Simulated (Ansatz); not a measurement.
`[NH2][Ta](=[O])([Cl])[Cl]` + NH₃ → `[NH2][Ta]([NH2])(=[O])[Cl]` + HCl at 298.15 K and 1 bar (ligand exchange at a Ta–Cl bond).

Isolated molecules relaxed with PBE0-D4/def2-TZVP in Ansatz; ΔE leaves out vibrations. CCSD(T)/CBS is the MP2 limit (def2-TZVPP, def2-QZVPP) plus CCSD(T) − MP2 in def2-TZVPP, frozen cores. This one scheme is used for every species. def2 core potentials past Kr. For Ta outer-core shells are correlated without core-valence functions, which leaves a few kJ/mol of doubt a bond. One conformer a species, not always the lowest.

```tsv
species	CCSD(T)/CBS energy (Eh)	H − E (kJ/mol)	S (J/(mol·K))
`[NH2][Ta](=[O])([Cl])[Cl]`	-1107.76851	103.8	370.6
NH₃	-56.50880	100.5	192.4
`[NH2][Ta]([NH2])(=[O])[Cl]`	-703.86899	167.7	372.0
HCl	-460.38127	26.6	186.8
```

H − E and S are ideal-gas, rigid-rotor, harmonic terms from PBE0-D4/def2-TZVP, for one conformer and one mirror image of each species. 1 Eh = 2625.50 kJ/mol, R = 8.31446 J/(mol·K).

**Question.** By hand: ΔE, ΔH, ΔS and ΔG.

**Answer.** ΔE = (-703.86899) + (-460.38127) − (-1107.76851) − (-56.50880) = 0.02705 Eh = 71.0 kJ/mol. Δ(H − E) = 167.7 + 26.6 − 103.8 − 100.5 = -10.0, so ΔH = 61.0 kJ/mol. ΔS = 372.0 + 186.8 − 370.6 − 192.4 = -4.2 J/(mol·K). ΔG = 61.0 − 298.15 × (-4.2)/1000 = 62.3 kJ/mol.

**Question.** By hand: the equilibrium constant, and the temperature at which ΔG would vanish if ΔH and ΔS stayed fixed.

**Answer.** log₁₀ K = −ΔG/(RT ln 10) = -10.9. ΔH and −TΔS have one sign here, so there is no such temperature. One of them is within its doubt of zero, so this could turn.

The number of gas molecules stays the same, so ΔS is small and ΔH decides. A doubt of 5 kJ/mol in ΔE shifts log₁₀ K by 0.9 here. Other conformers and mirror images would add mixing entropy, several J/(mol·K) or more a flexible species. These are equilibria of isolated gas molecules and say nothing of rates. Largest T1 diagnostic: 0.020 (customary marks: 0.02 for closed shells, 0.045 for open ones).
